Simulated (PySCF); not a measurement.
UHF on B⁻ (boron, charge -1)

Configuration: [He] 2s2 2p2, high-spin 3P determinant. All numbers are calculated (PySCF 2.14, no relativity, point nucleus, in aug-cc-pVQZ with one added diffuse shell each of s, p, d, f, g type (7s6p5d4f3g, 105 functions)).

| Property | Result |
| --- | --- |
| Total energy | -24.521799 hartree |
| One-electron energy | -33.6658 hartree |
| Hartree (Coulomb) energy | 13.0409 hartree |
| Exchange energy | -3.8969 hartree |
| Kinetic energy | 24.52144 hartree |
| ⟨S²⟩ | 2.0095 |
| ⟨L²⟩ | 2.027 |
| Sum of ⟨r⟩ | 11.17 bohr |
| Sum of ⟨r²⟩ | 39.21 bohr² |
| Traceless quadrupole moment −½Σ⟨3z² − r²⟩ along its main axis | 5.64 e·bohr² |
| Density at the nucleus (Gaussians lack the cusp) | 70.3 bohr⁻³ |
| Spin density at the nucleus | -0.0685 bohr⁻³ |
| Langevin diamagnetic susceptibility | -31.1 ×10⁻⁶ cm³/mol |

| shell | electrons | mean orbital energy (eV) | rms radius, mean of both spins (bohr) |
| --- | --- | --- | --- |
| 1s α | 1 | -202.13 | 0.379 |
| 1s β | 1 | -201.70 | 0.379 |
| 2s α | 1 | -8.503 | 2.37 |
| 2s β | 1 | -4.568 | 2.37 |
| 2p α | 2 | -0.779 | 3.72 |

Spin-orbit constants ζ (cm⁻¹) from the X2C one-electron operator on these orbitals (non-relativistic here): bare nucleus, nucleus screened by l(l+1)(2l+1)/3 electrons, and screened by the Breit-Pauli mean field of the electrons.

```
shell   bare  screened nucleus  mean field
   2p  13.71             8.229       5.748
```

To first order the Landé constant is A = 2.874 cm⁻¹, so the lowest level has J = 0 and lies 0.000713 eV below the centre of the term. This holds in LS coupling only.
